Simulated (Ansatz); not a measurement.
Species: ZrH, charge 0, multiplicity 2. The spin state was set by rule; other spins were not relaxed. 
Structure (B3LYP-D3(BJ)/def2-TZVP (Ansatz, a first-principles code) minimum search):
```
Zr
H 1 1.8336
```
Charge 0, spin multiplicity 2.

Q: Give the harmonic wavenumbers at B3LYP-D3(BJ)/def2-TZVP (Ansatz, finite differences of forces, unscaled).

A: 1648 cm⁻¹. Zero-point energy 2.4 kcal/mol.

Q: From these and the geometry, give the ideal-gas thermochemistry at 298.15 K and 1 atm (rigid rotor, harmonic oscillator).

A: Point group C∞v, rotational symmetry number 1. Rotational constants 150.8, 150.8 GHz. S(trans) 39.48, S(rot) 9.38, S(vib) 0.01, S(elec, spin only) 1.38, S 50.2 cal/(mol K). H(298) - H(0) 2.08 kcal/mol; G - E(el) -10.5 kcal/mol.
